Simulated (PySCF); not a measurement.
**Co: ionisation energy**

Co [Ar] 3d7 4s2 (4F) → Co⁺ [Ar] 3d8 (3F), as a difference of total energies. Calculation: PySCF 2.14, in cc-pVTZ (7s6p4d2f1g, 68 functions); the non-relativistic Hamiltonian (point nucleus). Correlated levels: valence: [Ar] frozen. The calculations carry no spin-orbit coupling.

```json
{"method": "UHF", "ionisation energy (eV)": "7.850"}
{"method": "M06-2X", "ionisation energy (eV)": "7.785"}
{"method": "r2SCAN", "ionisation energy (eV)": "7.390"}
{"method": "MP2 (valence)", "ionisation energy (eV)": "6.894"}
{"method": "SCS-MP2 (valence)", "ionisation energy (eV)": "6.926"}
```

**Question.** How much does correlation contribute at MP2 (valence)?

**Answer.** 6.894 − (7.850) = -0.956 eV, measured against UHF.

These non-relativistic numbers lack the scalar-relativistic shift.

Errors of the correlated levels include the incompleteness of this basis and the frozen core.

MP2 underrates the near-degeneracy of ns² with np² in the lower species.

For comparison: 7.869 eV (measured; NIST levels, between the centres of gravity of the two terms).
